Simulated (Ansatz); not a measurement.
Mulliken charges of `[SiH3]C1[SiH2][Te]1` from PBE/def2-TZVPP in Ansatz (PBE0-D4/def2-TZVP geometry).

```
atom   x (Å)   y (Å)   z (Å)  charge (e)
 Si1  -0.779   1.310   0.137       0.199
  C2   0.146  -0.082  -0.673      -0.254
 Si3   1.012  -1.375   0.312       0.170
 Te4  -1.089  -1.951  -0.770      -0.027
  H5  -1.983   1.689  -0.648      -0.048
  H6  -1.194   0.879   1.497      -0.041
  H7   0.103   2.507   0.253      -0.061
  H8   0.566   0.125  -1.655       0.138
  H9   1.033  -1.216   1.783      -0.035
 H10   2.268  -1.935  -0.233      -0.040
```

By hand: the dipole of these point charges (1 e Å = 4.8032 D).

Σ q r = (0.098, -0.032, -0.055) e Å, of length 0.117 e Å = 0.56 D.

How does the dipole of the full density compare? (An estimate is asked.)

The calculation gave: (0.242, 0.016, -0.010) e Å, 1.17 D; the point charges give 0.48 times that, at 33° from its direction.

Point charges leave out the atoms' own dipoles, such as those of lone pairs, and Mulliken's split depends on the basis, so the two needn't agree.
